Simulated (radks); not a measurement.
All-electron atom: Ge II in [Ar] 3d10 4s2 4p1 (the NIST ground configuration). Method: Dirac Kohn-Sham, LDA (Slater exchange, Perdew-Wang correlation), spin-unpolarised, spherical densities, point nucleus; open shells fill j = l - 1/2 first; computed with a radial shooting solver on a logarithmic mesh with Libxc functionals.

Normalised radial functions P(r) = r R(r) (large component), r in bohr:

r	3p3/2	3d3/2	3d5/2
0.002364	0.0020	0.0000	0.0000
0.003103	0.0035	0.0000	0.0000
0.004105	0.0060	0.0000	0.0000
0.005388	0.0100	0.0001	0.0001
0.007073	0.0167	0.0002	0.0001
0.009284	0.0278	0.0004	0.0003
0.01219	0.0455	0.0008	0.0007
0.01599	0.0735	0.0017	0.0015
0.02116	0.1180	0.0036	0.0033
0.02778	0.1822	0.0075	0.0071
0.03646	0.2722	0.0153	0.0146
0.04786	0.3892	0.0306	0.0295
0.06282	0.5241	0.0594	0.0577
0.08245	0.6500	0.1112	0.1085
0.1082	0.7146	0.1983	0.1944
0.1432	0.6398	0.3382	0.3328
0.188	0.3620	0.5282	0.5213
0.2467	-0.1235	0.7565	0.7487
0.3238	-0.7079	0.9787	0.9711
0.4251	-1.1789	1.1267	1.1208
0.5579	-1.3364	1.1410	1.1382
0.7382	-1.1344	1.0061	1.0068
0.969	-0.7420	0.7761	0.7795
1.272	-0.3673	0.5177	0.5224
1.669	-0.1315	0.2921	0.2964
2.191	-0.0317	0.1339	0.1369
2.876	-0.0046	0.0469	0.0484
3.806	-0.0003	0.0110	0.0115
4.995	0.0000	0.0017	0.0018
6.557	0.0000	0.0001	0.0001
8.606	0.0000	0.0000	0.0000

3p3/2: eigenvalue -122.95 eV, 1 radial node at r = 0.232 bohr, <r> = 0.651 bohr, 90 % of the charge inside 1.00 bohr. 3d3/2: eigenvalue -38.879 eV, 0 radial nodes, <r> = 0.732 bohr, 90 % of the charge inside 1.24 bohr. 3d5/2: eigenvalue -38.291 eV, 0 radial nodes, <r> = 0.738 bohr, 90 % of the charge inside 1.25 bohr.
